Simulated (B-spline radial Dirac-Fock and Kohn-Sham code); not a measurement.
ΔSCF core binding energies without Breit or QED terms, calculated with a radial B-spline solver.

A sound run for barium as Ba⁵⁺ in the configuration [Kr] 4d10 5s2 5p3: The ground state converged in 10 iterations, with total energy -8129.93830 Ha, virial ratio 1.93678 and highest orbital energy -71.13 eV. ΔSCF binding energies: K (1s) 37645.4 eV, L3 (2p3/2) 5325.0 eV, M5 (3d5/2) 847.9 eV.

A second run, with one unsound setting: The ground state converged in 10 iterations, with total energy -8128.93142 Ha, virial ratio 1.93678 and highest orbital energy -71.07 eV. ΔSCF binding energies: K (1s) 37644.7 eV, L3 (2p3/2) 5325.9 eV, M5 (3d5/2) 848.8 eV.

```
iter   energy (Ha)        error
   1    -8109.10330411  1.92e+00
   2    -8124.71691985  6.59e-01
   3    -8128.55642437  1.89e-01
   4    -8128.89535086  5.78e-02
   5    -8128.92617327  2.13e-02
   6    -8128.93139160  1.48e-03
   7    -8128.93142093  4.95e-04
   8    -8128.93142266  3.82e-05
   9    -8128.93142267  1.56e-06
  10    -8128.93142267  1.03e-07
```

Q: Which fault fits the second run best?
A. speed of light below Z
B. spline order too low
C. tolerance below the noise
D. overfilled shell

A: B. The input had order = 3: order is too low for an accurate radial basis.
